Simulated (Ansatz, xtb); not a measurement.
# Relative energy of two isomers of C5H7FO3

Structure I is `CC[C@@H]1OC(=O)O[C@@H]1F`, a singlet and structure II is `O=C(O)[C@@H]1OCC[C@H]1F`, a singlet. Both are isolated molecules in the gas phase, relaxed with r2SCAN-D4/def2-SVP; each stands in its lowest conformer found.

Task: Estimate which is lower in electronic energy at CCSD(T)/def2-SVP + ΔMP2/def2-TZVPP, and by roughly how much.

Result: The CCSD(T)/def2-SVP + ΔMP2/def2-TZVPP calculation puts structure I lower, by 10.7 kcal/mol.

How the difference moves with the method:

```tsv
level	geometry	E(II) − E(I) (kcal/mol)	departure from the last row (kcal/mol)	job, with rough time for the two
r2SCAN-D4/def2-SVP	r2SCAN-D4/def2-SVP	+14.3	+3.6	optimisation, 3.4 min
HF/def2-SVP	r2SCAN-D4/def2-SVP	+13.5	+2.8	part of the CCSD(T) run
MP2/def2-SVP	r2SCAN-D4/def2-SVP	+12.3	+1.6	part of the CCSD(T) run
CCSD(T)/def2-SVP	r2SCAN-D4/def2-SVP	+12.4	+1.7	single point
CCSD(T)/def2-SVP + ΔMP2/def2-TZVPP	r2SCAN-D4/def2-SVP	+10.7		single point, 3.3 min
```

As drawn, II has 1 C–C, 1 O–H in place of 1 C–O, 1 C–H.

None of the levels shown reverses the order. The largest departure from CCSD(T)/def2-SVP + ΔMP2/def2-TZVPP is that of r2SCAN-D4/def2-SVP, 3.6 kcal/mol. Levels run at GFN2-xTB geometries aren't shown. The last row adds to CCSD(T) the change of the MP2 difference between the two basis sets, here −1.7 kcal/mol.

With thermal terms from frequencies at re-optimised GFN2-xTB minima (ideal gas, soft modes damped towards free rotors, one conformer each, 298.15 K, 1 atm): the zero-point term adds −0.5 kcal/mol; ΔH is +10.2 and ΔG +10.1 kcal/mol.

The correlated steps freeze 9 core orbitals. Codes used: Ansatz 0.2.0, xtb 6.7.1; the last row on 4 threads of Arm Neoverse V1 on a shared host.
